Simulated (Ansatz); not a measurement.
A nudged elastic band was laid between two geometries of Cl2Ge2H4O + ClH (11 atoms, charge 0, multiplicity 1).

Method: RKS PBE/def2-SVP in Ansatz.

* movable images: 7
* climbing image: yes
* spring: 5.0 eV/Å²
* optimiser: quadratic models (default)
* start path: through a guess of the saddle point
* force threshold: 0.5 eV/Å
* iteration limit: 60
* end points: relaxed

Initial state:

```xyz
11
Properties=species:S:1:pos:R:3
Ge -0.161 -0.299 0.394
Ge 0.085 -0.299 2.829
H -0.592 -1.610 3.300
H 1.588 -0.295 3.165
H -0.654 0.934 3.390
Cl 1.583 -1.019 -0.701
Cl -0.573 1.714 -0.459
O -1.561 -1.322 -0.037
H -1.660 -1.409 -1.006
Cl 1.987 2.706 1.791
H 1.056 2.630 0.868
```

Final state:

```xyz
11
Properties=species:S:1:pos:R:3
Ge 0.412 -0.026 -0.968
Ge -0.083 0.483 3.556
H -1.070 0.227 2.377
H 1.138 -0.453 3.402
H -0.836 0.175 4.873
Cl 1.479 -1.145 -2.450
Cl -1.051 1.235 -1.929
O -0.341 -1.212 0.107
H -0.671 -0.775 0.924
Cl 1.768 1.257 0.133
H 0.352 1.965 3.510
```

(1) Which bonds break or form, and what moves?

(2) What energy profile does the band end with?

(3) What is the geometry of the highest image?

## Answers

(1) Bonds broken: Ge1–Ge2, Cl10–H11. Bonds formed: Ge1–Cl10, Ge2–H11. Cl2Ge2H4O + ClH becomes Cl3GeHO + GeH4.

(2) The run converged. The highest image is number 4 of 0 to 8, 45.6 kcal/mol above the first end and 48.8 kcal/mol above the last; the last end lies 3.2 kcal/mol below the first. The threshold of 0.5 eV/Å is loose, so the images may lie well off the minimum-energy path. Neighbouring images differ by up to 1.5 eV, so the band resolves the path poorly. The order of the point at the top wasn't checked. The orbitals stay closed-shell, which can raise the energy where a bond breaks towards radicals; this wasn't checked here.

| image | path coordinate (Å) | energy (kcal/mol) | Ge1–Ge2 (Å) | Cl10–H11 (Å) | Ge1–Cl10 (Å) |
| --- | --- | --- | --- | --- | --- |
| 0 | 0.00 | 0.0 | 2.45 | 1.31 | 3.95 |
| 1 | 1.74 | 0.7 | 2.44 | 1.31 | 3.93 |
| 2 | 3.48 | 4.0 | 2.43 | 1.33 | 4.14 |
| 3 | 5.22 | 10.2 | 2.45 | 1.30 | 3.58 |
| 4 | 6.96 | 45.6 | 2.81 | 1.69 | 2.55 |
| 5 | 8.32 | 12.2 | 3.62 | 2.30 | 2.20 |
| 6 | 9.68 | -1.5 | 4.30 | 2.76 | 2.15 |
| 7 | 11.04 | -2.9 | 4.60 | 3.35 | 2.16 |
| 8 | 12.40 | -3.2 | 4.58 | 3.73 | 2.17 |

(3) 
```xyz
11
Properties=species:S:1:pos:R:3:forces:R:3
Ge 0.252 0.348 0.055 -0.01 -0.01 0.03
Ge 0.102 -0.108 2.820 -0.02 -0.02 -0.03
H -1.436 -0.275 2.772 0.02 0.00 0.01
H 0.843 -1.457 2.918 0.01 0.00 -0.01
H 0.476 0.821 4.012 0.02 0.01 -0.01
Cl 1.907 -0.050 -1.272 0.01 -0.02 0.03
Cl -1.472 1.459 -0.663 -0.01 0.00 -0.01
O -0.401 -1.348 0.142 -0.02 0.04 0.02
H -1.376 -1.303 0.224 0.02 0.00 0.00
Cl 1.390 2.492 0.833 0.02 0.07 -0.01
H 0.811 1.151 1.692 -0.04 -0.07 0.00
```

Time of the run: 2.3 min on 4 threads of Intel(R) Xeon(R) 6975P-C (Granite Rapids) (shared host), peak memory 0.28 GiB.
